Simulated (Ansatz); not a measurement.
Consider the cleavage of the B–Si bond: `B[Si]1(O)CN1` + silanol → `BO[SiH3]` + `O[SiH]1CN1`.

Isolated molecules relaxed with PBE0-D4/def2-TZVP in Ansatz; ΔE leaves out vibrations. CCSD(T)/CBS adds triple-zeta CCSD(T) − MP2 to the extrapolated MP2 energy (def2 sets, frozen cores). DFT in def2-TZVPP. One conformer a species, not always the lowest.

| species | revPBE energy (Eh) |
| --- | --- |
| `B[Si]1(O)CN1` | -485.98382 |
| `O[SiH3]` | -367.10867 |
| `BO[SiH3]` | -392.58090 |
| `O[SiH]1CN1` | -460.56801 |

(1) Work out ΔE.

Largest T1 diagnostic among the species: 0.014.

Answers

(1) ΔE = (-392.58090) + (-460.56801) − (-485.98382) − (-367.10867) = -0.05642 Eh = -1.54 eV. CCSD(T)/CBS gives -1.72 eV.

From BLYP to BHLYP (50 % exact exchange), in def2-TZVPP and without D4, ΔE moves by −0.13 eV. In def2-TZVPP, CCSD(T) changes the Hartree–Fock value by +0.16 eV (the triples alone add +0.02 eV) and MP2 by +0.10 eV.
